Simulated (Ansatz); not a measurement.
`CC[SiH](O)O` → `OO` + `CC[SiH]` at 500 K and 1 bar (silylene formation by 1,1-elimination).

Program: Ansatz. Geometries: PBE0-D4/def2-TZVP. ΔE: electronic, gas phase. CCSD(T)/CBS is the MP2 limit (def2-TZVPP, def2-QZVPP) plus CCSD(T) − MP2 in def2-TZVPP, frozen cores. This one scheme is used for every species. Each species was taken in one conformer, which may not be the lowest.

```
      species  CCSD(T)/CBS energy (Eh)  H − E (kJ/mol)  S (J/(mol·K))
`CC[SiH](O)O`               -520.46648           323.2          428.1
         `OO`               -151.44260            90.9          250.3
    `CC[SiH]`               -368.72354           220.2          338.0
```

H − E and S are ideal-gas, rigid-rotor, harmonic terms from PBE0-D4/def2-TZVP, for one conformer and one mirror image of each species. 1 Eh = 2625.50 kJ/mol, R = 8.31446 J/(mol·K).

Q: By hand: ΔE, ΔH, ΔS and ΔG.

A: ΔE = (-151.44260) + (-368.72354) − (-520.46648) = 0.30034 Eh = 788.5 kJ/mol. Δ(H − E) = 90.9 + 220.2 − 323.2 = -12.1, so ΔH = 776.4 kJ/mol. ΔS = 250.3 + 338.0 − 428.1 = 160.2 J/(mol·K). ΔG = 776.4 − 500 × (160.2)/1000 = 696.3 kJ/mol.

Q: By hand: the equilibrium constant, and the temperature at which ΔG would vanish if ΔH and ΔS stayed fixed.

A: log₁₀ K = −ΔG/(RT ln 10) = -72.7. ΔG = 0 at ΔH/ΔS = 4846 K, far beyond where these terms or the molecules hold.

The number of gas molecules changes by +1, which sets the sign of ΔS. A doubt of 5 kJ/mol in ΔE shifts log₁₀ K by 0.5 here. Other conformers and mirror images would add mixing entropy, several J/(mol·K) or more a flexible species. These are equilibria of isolated gas molecules and say nothing of rates. Largest T1 diagnostic: 0.012 (customary marks: 0.02 for closed shells, 0.045 for open ones).
